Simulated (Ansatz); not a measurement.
A series at Sn: from `[SH][Sn]([SH])([SH])[Cl]`, ligands are replaced one by one, each step taking up HCl and setting free H₂S; n counts the steps. Ansatz, PBE0-D4/def2-TZVP geometries. Each molecule was computed in one conformer, which needn't be the lowest.

CBS adds triple-zeta CCSD(T) − MP2 to the MP2 limit, frozen cores; atoms without spin–orbit coupling. Elements past krypton have def2 core potentials. Outer-core shells of Sn are correlated without core-valence functions. Spin–orbit coupling is left out.

```
n                    molecule  atomization energy, CCSD(T)/CBS (kJ/mol)
0  `[SH][Sn]([SH])([SH])[Cl]`                                         ?
1  `[SH][Sn]([SH])([Cl])[Cl]`                                    1945.0
2  `[SH][Sn]([Cl])([Cl])[Cl]`                                    1643.8
3  `[Cl][Sn]([Cl])([Cl])[Cl]`                                    1340.4
```

Task: By hand: fit a straight line y = ȳ + b (n − n̄) to the 3 given rows and predict n = 0.

Result: n̄ = 2.000, ȳ = 1643.07; Σ(n − n̄)(y − ȳ) = -604.60, Σ(n − n̄)² = 2.000, so b = -302.30 kJ/mol a step. Prediction: 1643.07 + (-302.30) × (-2.000) = 2247.7 kJ/mol.

Task: By hand: compare with the computed value, 2242.6 kJ/mol, and give the steps along the whole series.

Result: The line misses by -5.1 kJ/mol (computed minus predicted). Steps: -297.6, -301.2, -303.4 kJ/mol.

The steps differ by at most 5.8 kJ/mol, 1.9 % of a mean step, so the ligands' effects nearly add and a line is close. The miss is 0.6 % of the series' range. The energies themselves are unsure by some kJ/mol a bond, though much of that is common to the series.
